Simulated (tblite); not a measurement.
Species: C₇H₈.
Numbering: `[CH:1]#[C:2][C:3]#[C:4][CH2:5][CH2:6][CH3:7]` (hydrogens: H8 on C1; H9, H10 on C5; H11, H12 on C6; H13, H14, H15 on C7)

Computed with GFN2-xTB (tblite), gas phase: nudged elastic band of 9 images (0 to 8), spring 0.2 eV/Å², climbing image at the end, force threshold 0.05 eV/Å. No saddle search or frequency run followed, so the top image need not be a first-order saddle, and its height can exceed the method's true barrier by a kcal/mol or more.

The band describes a rotation about C5–C6 (propargylic carbon, chain CH2 carbon), followed by the dihedral C4–C5–C6–C7, from the optimised start (-66°) to a second optimised geometry at 64°.

Question: Give the energy profile along the converged band.

Answer: 
| image | dihedral (°) | E (kcal/mol) | C5–C6 (Å) | C4···C7 (Å) | largest true force (eV/Å) |
| --- | --- | --- | --- | --- | --- |
| 0 | -66 | 0.00 | 1.535 | 3.02 | 0.01 |
| 1 | -50 | 0.47 | 1.537 | 2.90 | 0.03 |
| 2 | -35 | 1.73 | 1.542 | 2.80 | 0.05 |
| 3 | -18 | 3.07 | 1.548 | 2.74 | 0.04 |
| 4 | 0 | 3.67 | 1.550 | 2.71 | 0.03 |
| 5 | 17 | 3.08 | 1.548 | 2.73 | 0.04 |
| 6 | 34 | 1.75 | 1.542 | 2.79 | 0.04 |
| 7 | 50 | 0.51 | 1.537 | 2.88 | 0.03 |
| 8 | 64 | 0.00 | 1.535 | 3.01 | 0.01 |

Barriers of this band. The top is image 4 at 0°: 3.7 kcal/mol in either direction, as the ends lie within 0.002 eV of each other (their dihedrals are equal and opposite within 4°). The central bond is 0.015 Å longer at the top than at the start.

Question: What rate follows at 250 K for crossing this barrier forward?

Answer: Taking the electronic barrier for the free energy of activation (no zero-point or entropy terms, transmission 1), rate = (kT/h)·exp(−ΔE/kT) ≈ 3 × 10^9 s⁻¹, whose inverse is 3 × 10^-10 s. An error of 1 kcal/mol in the barrier changes this by a factor of 7, and the method and the loose band can each miss by that much or more.

The cost below is that of the whole band run. The run took 3.3 s on AMD EPYC 9R14, one thread, no GPU, shared host with 96 logical CPUs at a one-minute load of 53, and the process peaked at 0.18 GiB of memory.
